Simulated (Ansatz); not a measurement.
Born–Oppenheimer molecular dynamics of FGeH$_{7}$Si (10 atoms, charge 0, multiplicity 1). It starts at the highest image of a converged band. Of that band: Neighbouring images differ by up to 1.5 eV, so the band resolves the path poorly. A vibrational analysis at the climbing image gives one clearly imaginary mode, 935i cm⁻¹: a first-order saddle point.

Computed with Ansatz, RKS PBE-D4/def2-SVP.

* ensemble: NVE (velocity Verlet)
* time step: 0.5 fs
* steps asked: 200
* starting velocities drawn for: 100 K
* seed: 3517

First frame:

```xyz
10
Properties=species:S:1:pos:R:3
Ge -0.847 1.066 0.044
Si 0.729 -1.203 -0.292
H -0.105 2.039 -0.896
H -1.839 1.748 1.019
H -1.688 0.033 -0.781
H 0.681 0.143 0.934
F 0.479 1.074 1.649
H 0.792 -0.906 -1.768
H -0.288 -2.285 -0.050
H 2.086 -1.708 0.140
```

Problem. What does the run give?

Solution. All steps were run.

```json
{
  "steps done": "200",
  "time covered": "100 fs",
  "mean temperature over the second half": "1208 K",
  "spread of the potential energy over the second half": "7.8 meV per atom",
  "mean potential energy of the second half above the start": "-114.5 meV per atom"
}
```

The conserved energy stayed within 0.028 meV per atom of its start (net change 0.011 meV per atom), so the integration is sound. The system heated up, since it started high on the potential surface and ran downhill. A run of 0.1 ps of so small a system gives no equilibrium averages. The orbitals stay closed-shell, which can raise the energy where a bond breaks towards radicals; this wasn't checked here.

Problem. What happens to the structure?

Solution. The step under study would form Ge1–F7, Si2–H6 and break Ge1–Si2, H6–F7. These pairs go: Ge1–F7 2.08 → 4.24 Å, Si2–H6 1.82 → 3.52 Å, Ge1–Si2 2.78 → 2.38 Å, H6–F7 1.19 → 0.92 Å. In the last frame they stand as before the step (other bonds may differ from the relaxed reactants and products). It ends as FH + GeH6Si. Pairs count as bonded within 1.25 times the sum of covalent radii (0.12 Å more for H–H). Another seed would give other details.

Problem. How do temperature and energy run in time?

Solution. 
| time (fs) | T (K) | potential energy less start (eV) | conserved less start (meV/atom) |
| --- | --- | --- | --- |
| 0.0 | 100 | 0.000 | 0.00 |
| 5.0 | 68 | 0.033 | 0.02 |
| 10.0 | 65 | 0.037 | 0.01 |
| 15.0 | 101 | -0.001 | 0.00 |
| 20.0 | 157 | -0.058 | 0.02 |
| 25.0 | 280 | -0.186 | 0.01 |
| 30.0 | 436 | -0.347 | 0.02 |
| 35.0 | 660 | -0.578 | 0.03 |
| 40.0 | 971 | -0.900 | 0.00 |
| 45.0 | 1213 | -1.151 | 0.00 |
| 50.0 | 1305 | -1.246 | -0.01 |
| 55.0 | 1326 | -1.267 | -0.02 |
| 60.0 | 1272 | -1.212 | 0.01 |
| 65.0 | 1215 | -1.152 | 0.01 |
| 70.0 | 1167 | -1.103 | 0.01 |
| 75.0 | 1127 | -1.061 | 0.02 |
| 80.0 | 1124 | -1.059 | -0.01 |
| 85.0 | 1105 | -1.039 | 0.00 |
| 90.0 | 1164 | -1.100 | 0.01 |
| 95.0 | 1279 | -1.220 | 0.00 |
| 100.0 | 1276 | -1.216 | 0.01 |

Time of the run: 5.2 min on 2 threads of Arm Neoverse V1, with other jobs on the host, peak memory 0.13 GiB.
